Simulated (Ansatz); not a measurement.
`Cl[B@H-]1[NH2+][B@@H-](Cl)[NH2+]1`, 12 atoms. Charge 0, multiplicity 1. All runs use 4 threads of an Arm Neoverse V1 on a shared host. Correlated methods freeze the cores.

Give the basis size and wall time and peak host memory of each of these runs in Ansatz. RKS PBE0-D4/def2-SVP energy; RKS revPBE-D4/def2-TZVPP energy; RKS B97M-V/def2-TZVPP energy; RKS PBE-QIDH (frozen core)/def2-TZVPP energy; RKS PBE0-D4/def2-TZVP frequencies; direct RPA on PBE orbitals/def2-TZVPP energy; RHF-CCSD(T)/def2-SVP energy; RHF-MP2/def2-QZVPP energy; RKS ωB97M-V/def2-QZVPP energy; RKS ωB97M-V/def2-SVP energy; RKS r2SCAN0-D4/def2-TZVPP energy; RHF-CCSD(T)/def2-TZVPP energy. (Best estimate.)

Computed: Other jobs shared the machine, so times are rough.

```tsv
level	job	functions	wall time	peak host memory (GiB)
RKS PBE0-D4/def2-SVP	energy	122	1.6 s	0.62
RKS revPBE-D4/def2-TZVPP	energy	292	3 s	0.47
RKS ωB97M-V/def2-SVP	energy	122	6 s	0.62
direct RPA on PBE orbitals/def2-TZVPP	energy	292	7.5 s	0.86
RKS r2SCAN0-D4/def2-TZVPP	energy	292	8 s	0.96
RKS PBE-QIDH (frozen core)/def2-TZVPP	energy	292	9 s	0.94
RHF-CCSD(T)/def2-SVP	energy	122	11 s	0.7
RKS B97M-V/def2-TZVPP	energy	292	13 s	0.57
RKS ωB97M-V/def2-QZVPP	energy	548	32 s	2.9
RHF-MP2/def2-QZVPP	energy	548	39 s	4.6
RKS PBE0-D4/def2-TZVP	frequencies	234	4.2 min	0.74
RHF-CCSD(T)/def2-TZVPP	energy	292	6.5 min	9.3
```
